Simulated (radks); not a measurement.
Task: These are the eigenvalues of the occupied orbitals of an atom or ion with whole-number occupations (eV). All-electron calculation, scalar-relativistic Kohn-Sham, PBE, spin-unpolarised, spherical densities, point nucleus. Program: a radial shooting solver on a logarithmic mesh with Libxc functionals.

1s: -38748.53
2s: -6163.998
2p: -5523.953
3s: -1312.966
3p: -1108.598
3d: -815.1675
4s: -260.6457
4p: -194.4581
4d: -98.8488
5s: -38.8884
5p: -23.4105
4f: -2.3422

Which element is it, and in what charge state? The configuration may be excited.

Result: Z = 57, lanthanum, charge +1: La+ in [Xe] 4f2. The list shows which subshells hold electrons but not how many an open one holds; the 1s level, -1424 hartree, gives Z - s = 53.4 by -(Z - s)^2/2, which with screening and relativity narrows Z to a few neighbours, and the depths of the outer levels then fix element, charge and occupations together.
